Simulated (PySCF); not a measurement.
**Radial density of Ca¹⁷⁺ (calcium, charge +17)**

BP86, [He] 2s1, 2S determinant. All numbers are calculated (PySCF 2.14, no relativity, point nucleus, in an even-tempered Gaussian basis (17 s from 3.1 bohr⁻², ratio 2.2; 9 p from 4.8 bohr⁻², ratio 2.4; 6 d from 14 bohr⁻², ratio 2.4; 5 f from 22 bohr⁻², ratio 2.4; 4 g from 33 bohr⁻², ratio 2.4)).

```csv
r (bohr),4πr²ρ (e/bohr),4πr²(ρα − ρβ)
0.00133,0.1090,0.0058
0.00223,0.2975,0.0158
0.00375,0.7918,0.0420
0.00631,2.022,0.1071
0.0106,4.814,0.2531
0.0179,10.19,0.5243
0.0300,17.69,0.8499
0.0505,21.98,0.8222
0.0850,15.58,0.1351
0.143,5.179,0.6260
0.240,3.627,3.3316
0.404,2.109,2.1079
0.680,0.1295,0.1295
1.14,0.0002922,0.0003
```
